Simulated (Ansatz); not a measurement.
C$_{3}$H$_{7}$Al, SMILES `C=[C](C)[AlH2]` at its PBE0-D4/def2-TZVP geometry, where that method's forces vanish. Charge 0, multiplicity 1.

```
atom   x (Å)   y (Å)   z (Å)
  C1   1.177  -0.770  -0.474
  C2   0.088  -0.107  -0.068
  C3  -1.285  -0.587  -0.438
 Al4   0.449   1.478   1.005
  H5   2.182  -0.442  -0.219
  H6   1.115  -1.673  -1.083
  H7  -1.884  -0.800   0.453
  H8  -1.835   0.177  -0.996
  H9  -1.252  -1.495  -1.049
 H10   1.969   1.828   1.300
 H11  -0.726   2.391   1.567
```

**Question.** For each bond, give half the difference of the two atoms' forces along it (eV/Å; positive pushes the atoms apart) under PBE-D4, r2SCAN-D4, B3LYP-D4, ωB97M-V in def2-TZVPP. (Best estimate.)

**Answer.** The calculation gave: 
```json
{"bond": "C1–C2", "length (Å)": "1.338", "PBE-D4": "0.37", "r2SCAN-D4": "0.20", "B3LYP-D4": "0.06", "ωB97M-V": "-0.07"}
{"bond": "C1–H5", "length (Å)": "1.087", "PBE-D4": "0.01", "r2SCAN-D4": "-0.07", "B3LYP-D4": "-0.09", "ωB97M-V": "-0.04"}
{"bond": "C1–H6", "length (Å)": "1.091", "PBE-D4": "0.05", "r2SCAN-D4": "-0.05", "B3LYP-D4": "-0.08", "ωB97M-V": "-0.05"}
{"bond": "C2–C3", "length (Å)": "1.501", "PBE-D4": "-0.11", "r2SCAN-D4": "0.05", "B3LYP-D4": "0.18", "ωB97M-V": "0.27"}
{"bond": "C2–Al4", "length (Å)": "1.947", "PBE-D4": "-0.06", "r2SCAN-D4": "-0.06", "B3LYP-D4": "0.00", "ωB97M-V": "0.00"}
{"bond": "C3–H7", "length (Å)": "1.095", "PBE-D4": "0.11", "r2SCAN-D4": "-0.02", "B3LYP-D4": "-0.06", "ωB97M-V": "-0.09"}
{"bond": "C3–H8", "length (Å)": "1.095", "PBE-D4": "0.11", "r2SCAN-D4": "-0.02", "B3LYP-D4": "-0.06", "ωB97M-V": "-0.09"}
{"bond": "C3–H9", "length (Å)": "1.095", "PBE-D4": "0.13", "r2SCAN-D4": "-0.03", "B3LYP-D4": "-0.06", "ωB97M-V": "-0.10"}
{"bond": "Al4–H10", "length (Å)": "1.588", "PBE-D4": "0.05", "r2SCAN-D4": "-0.03", "B3LYP-D4": "-0.08", "ωB97M-V": "-0.12"}
{"bond": "Al4–H11", "length (Å)": "1.590", "PBE-D4": "0.03", "r2SCAN-D4": "-0.03", "B3LYP-D4": "-0.09", "ωB97M-V": "-0.11"}
```

B3LYP here is the variant with VWN-RPA as its local correlation; programs differ in this.

Program: Ansatz 0.2.0.
